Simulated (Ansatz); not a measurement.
# Ligand exchange: GaH(CH3)F + BH(CH3)(NH2) → GaH(CH3)(NH2) + BH(CH3)F

Species: GaH(CH3)F, singlet; BH(CH3)(NH2), singlet; GaH(CH3)(NH2), singlet; BH(CH3)F, singlet. The partners trade F for NH2: Ga–F and B–NH2 bonds give way to Ga–NH2 and B–F.

Shapes, held fixed at every level: PBE0-D4/def2-TZVP. Programs: Ansatz 0.2.0. Electronic energies: no zero-point or thermal term.

```tsv
level	kind	ΔE (kJ/mol)	less CCSD(T)/def2-TZVPP
HF/def2-SVP	Hartree–Fock	+45.5	+6.2
HF/def2-TZVPP	Hartree–Fock	+40.6	+1.3
PBE-D4/def2-TZVPP	GGA	+47.7	+8.4
B3LYP-D4/def2-TZVPP	global hybrid	+45.6	+6.3
wB97X-V/def2-TZVPP	range-separated hybrid	+44.3	+5.0
B2PLYP/def2-TZVPP	double hybrid	+44.1	+4.8
CCSD(T)/def2-TZVPP	coupled cluster or CI	+39.3	0.0
```

The highest level, CCSD(T)/def2-TZVPP, gives ΔE = +39.3 kJ/mol; the levels span +39.3 to +47.7. The column of differences is taken from that level and isn't an error. No measured value is set beside it here. Relativity is left out for Ga. Outer-core shells of Ga are correlated, in sets that cover them unevenly.
